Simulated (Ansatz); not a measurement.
Computed with Ansatz.

A structure relaxed at PBE0-D4/def2-TZVP, charge 0, multiplicity 1:

```xyz
14

B    -0.3276    0.6162   -1.7224
C    -0.2610    0.8823   -0.1798
O    -1.5539    1.1382    0.3616
C     0.3412   -0.3750    0.4042
C     1.5544   -0.4145    0.9589
N    -0.4797   -1.4717    0.1829
H     0.7001    0.5268   -2.3235
H    -1.3762    0.4960   -2.2812
H     0.4278    1.7127    0.0274
H    -1.4517    1.2965    1.3053
H     2.1546    0.4820    1.0251
H     1.9880   -1.3402    1.3201
H    -0.2524   -2.3029    0.7052
H    -1.4636   -1.2465    0.2162
```

Give its formula and SMILES.

C3H8BNO, `BC(O)C(=C)N`.

Point group (tolerance 0.08 Å, 0.16 Å for H)?

C1.

Summarise the bond lengths by kind.

1 × B–C 1.567 Å; 2 × B–H 1.194 Å; 1 × C–O 1.425 Å; 2 × C–C 1.335 to 1.511 Å; 3 × C–H 1.081 to 1.099 Å; 1 × H–O 0.962 Å; 1 × C–N 1.388 Å; 2 × H–N 1.008 to 1.010 Å.
